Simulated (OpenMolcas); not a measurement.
## Ge2+: effect of the level shift or regulariser

```yaml
Program: OpenMolcas 26.06
Basis: ANO-RCC [10s9p8d5f2g]
Scalar_Hamiltonian: DKH2, point nucleus
Active_space: 2 electrons in 9 orbitals (RAS2 4s 4p; RAS3 4d, at most 2 electrons)
State_averaging: 2S+1 = 3 even, 3 roots; 2S+1 = 1 even, 7 roots; 2S+1 = 3 odd, 3 roots; 2S+1 = 1 odd, 3 roots
Spin-orbit_coupling: state interaction with AMFI integrals over the reference wave functions, term energies averaged over their components
```

Methods on the same reference wave functions:
A. RASSCF
B. MS-RASPT2, IPEA 0.25 Eh, imaginary shift 0.1 Eh (closed shells correlated: 3d)
C. MS-RASPT2, IPEA 0.25 Eh, sigma2 regulariser 0.3 Eh (closed shells correlated: 3d)

Energies in cm-1 above 4s2 1S0, the measured ground level; measured values from Sugar and Musgrove, J. Phys. Chem. Ref. Data 22, 1213 (1993).

```json
{"Level": "4s2 1S0", "A": "0.0", "B": "0.0", "C": "0.0", "Measured": "0.0"}
{"Level": "4s 4p 3P* 0", "A": "56909", "B": "61340", "C": "61330", "Measured": "61734"}
{"Level": "4s 4p 3P* 1", "A": "57573", "B": "62000", "C": "62000", "Measured": "62500"}
{"Level": "4s 4p 3P* 2", "A": "58971", "B": "63400", "C": "63400", "Measured": "64144"}
{"Level": "4s 4p 1P* 1", "A": "91460", "B": "91520", "C": "91510", "Measured": "91873"}
{"Level": "4p2 1D2", "A": "137618", "B": "144440", "C": "144440", "Measured": "144975"}
{"Level": "4p2 3P0", "A": "142744", "B": "147570", "C": "147560", "Measured": "147685"}
{"Level": "4p2 3P1", "A": "143512", "B": "148360", "C": "148360", "Measured": "148640"}
{"Level": "4p2 3P2", "A": "144916", "B": "149800", "C": "149790", "Measured": "150372"}
```

Deviations, from unrounded energies. A percentage is the sum of absolute deviations over the sum of measured energies, with the sign that they share, or ± where signs differ.

```json
{"Against measurement": "mean absolute deviation (cm-1)", "Levels": "8", "A": "4800", "B": "440", "C": "440"}
{"Against measurement": "other configurations (%)", "Levels": "8", "A": "-4.4", "B": "-0.4", "C": "-0.4"}
```

B, C lie about equally close to measurement and A furthest from it. The largest miss of B in the table is 4s 4p 3P* 2, by -740 cm-1. The ranking rests on the paired levels alone, and a cruder setting can come out closer through cancelling errors.

Between B and C no level of the table moves by more than 5 cm-1.

The two smallest mean deviations differ by little beside CASPT2's spread within terms, so their order carries little weight.

The lowest spin-free term lies below A's lowest term by 0.465 hartree in B, 0.465 hartree in C.

CASPT2 does not keep the components of a term degenerate, so their means are used; among the terms shown or strongly mixed into the levels shown the widest spread is 58 cm-1 (4p2 1D, C). Configurations are named by rounded mean occupations; where the s occupation lies near a half they are strongly mixed, a name can repeat and a true partner stay unpaired. Active for correlation alone: 4d; no level in the range computed is led by a configuration that fills it, so any true level of that kind is missing. Some terms mix strongly with configurations of 4d, whose occupation reaches 0.34 (4p2 1D). Computed and measured levels are paired by configuration, term and J; levels that our copy of the source lacks, or whose pairing is in doubt (as where it misses far off the trend of its configuration), stay unpaired and out of the deviations. Only configurations of the active space appear. The table leaves out levels that lie high or whose names do not pair safely across all columns.

* marks odd parity.
